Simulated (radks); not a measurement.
Valence configurations of Cu III (all share [Ar]). Calculated with a radial shooting solver on a logarithmic mesh with Libxc functionals: non-relativistic Kohn-Sham, r2SCAN, spin-polarised, spherical densities, point nucleus; open shells are filled with parallel spins first; meta-GGA in the generalised Kohn-Sham scheme. Energies are relative to 3d9; eigenvalues in eV for spin up.

valence	E (eV)	moment (Bohr magnetons)	e(3d)	e(4p)	e(4s)
3d9	0.000	1	-30.625	-	-
3d8 4s1	8.862	3	-38.622	-	-25.392
3d8.5 4s0.5	4.193	2	-34.557	-	-23.429
3d8 4p1	16.509	3	-40.017	-18.261	-
3d7.5 4s0.5 4p1	22.358	4	-44.231	-19.558	-27.581
3d7 4s0.5 4p1.5	33.180	5	-49.277	-21.010	-29.428
3d7 4p2	37.375	5	-49.932	-21.293	-
3d8.5 4p0.5	7.769	2	-35.261	-16.548	-
3d7 4s1 4p1	28.955	5	-48.618	-20.695	-29.179
3d6.5 4p2.5	49.676	6	-55.090	-22.649	-

NIST lists [Ar] 3d9 as the ground configuration; this level of theory agrees among the configurations tried. The energies are those of spherical high-spin densities, not of single terms.
